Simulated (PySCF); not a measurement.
MgHg⁺ at ωB97X

Level: ωB97X. basis Mg def2-SVP, Hg def2-SVP with ECP60; scalar-relativistic core potentials; PySCF 2.14.

| Property | Result |
| --- | --- |
| state | ²Σ⁺ (doublet), unpaired electrons σ ↑ |
| bond length | 5.518 bohr |
| harmonic wavenumber | 158 cm⁻¹ |
| force constant | 0.317 mdyn/Å |
| rotational constant Be | 0.09222 cm⁻¹ |
| anharmonicity ωexe | 1.06 cm⁻¹ |
| vibration–rotation constant αe | 0.000782 cm⁻¹ |
| well depth De to Mg⁺ + Hg | 14.3 kcal/mol |
| dissociation energy D0 | 14.1 kcal/mol |
| bond order (Mayer) | 0.49 |
| dipole moment (positive dipole points towards Hg; it is taken about the centre of mass and depends on that origin) | -7.95 D |

Spin–orbit coupling is left out. For an ion De counts to the pair picked by the measured ionisation energies or electron affinities, which need not be the lowest pair at this level. The state was picked by a PBE0 search and need not be the measured ground state.
